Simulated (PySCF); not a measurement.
Molecule: C₄H₇ (charge -1, singlet). It need not be the lowest isomer of its formula. Whether it binds its extra electron was not tested at this geometry. SMILES: C/C=[C-]/C
Structure (B3LYP-D3(BJ)/def2-TZVP (Ansatz) minimum search):
```
C
C 1 1.3368
H 1 1.1165 2 122.08
C 1 1.5113 3 113.15 2 180.00
H 4 1.0937 1 109.06 3 -180.00
H 4 1.1023 5 108.10 1 122.85
H 4 1.1023 5 108.10 6 114.30
C 2 1.5129 1 114.86 3 0.00
H 8 1.0997 2 111.19 1 121.63
H 8 1.0997 9 105.11 2 -120.41
H 8 1.1196 9 106.93 10 -113.41
```
Charge -1, spin multiplicity 1.

Dispersion corrections to the total energy (kcal/mol) from the dftd3 and dftd4 libraries through PySCF: D3(BJ) without and D4 with the three-body term, each with the damping fitted for the functional named.

```csv
functional,D3(BJ),D4
r2SCAN,(withheld),-1.18
B2GP-PLYP,-2.18,-1.89
TPSS,(withheld),-6.21
revPBE,-10.89,-16.78
B3LYP,-6.91,-7.29
HF,(withheld),-18.29
BHLYP,-5.22,-4.91
```

**Question.** Fill in the missing entries.

**Answer.** 
- r2SCAN, D3(BJ): -1.13
- TPSS, D3(BJ): -5.07
- HF, D3(BJ): -35.37
